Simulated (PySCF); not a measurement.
CH7FOSi3, SMILES F[SiH2][C@H]1O[SiH2][SiH2]1. Atoms are numbered in the order given.

```xyz
13

F     -2.6582     1.0629     0.4104
Si    -1.7381     0.1769    -0.6036
C     -0.3002    -0.5413     0.3653
O      0.4985    -1.2696    -0.6063
Si     2.0734    -0.6293    -0.5039
Si     0.9917     0.7251     1.0568
H     -1.2042     1.0801    -1.6614
H     -2.5951    -0.8875    -1.1936
H     -0.6549    -1.2254     1.1580
H      2.5384    -0.0669    -1.8069
H      3.0724    -1.6429    -0.0484
H      1.2889     0.6120     2.5155
H      0.7126     2.1517     0.7110
```

Coordinates come from a PBE0-D3(BJ)/def2-SVP optimisation. The structure was generated by enumeration; whether it is a known compound was not checked. Other conformers were not sampled.

Two levels are set side by side: PBE/pcSseg-1 (PySCF) and KT2/pcSseg-1 (PySCF). GIAO shifts against CFCl3 (¹⁹F), H2O (¹⁷O), TMS (²⁹Si), TMS (¹H), TMS (¹³C) at the same level; non-relativistic, no solvent, atoms listed together averaged. Differences are taken from unrounded values.

```tsv
quantity	KT2	PBE	PBE minus KT2
δ(¹⁹F) of F1 (ppm)	-256.6	-247.4	9.2
δ(²⁹Si) of Si2 (ppm)	-6.4	-7.2	-0.8
δ(¹³C) of C3 (ppm)	69.1	70.0	0.8
δ(¹⁷O) of O4 (ppm)	32.2	33.4	1.1
δ(²⁹Si) of Si5 (ppm)	29.1	25.4	-3.6
δ(²⁹Si) of Si6 (ppm)	-29.8	-32.3	-2.5
δ(¹H) of H9 (ppm)	5.54	5.48	-0.07
```

Rough cost on one machine, each run with all the roots and properties that it gave: KT2 against PBE within a factor of 2.
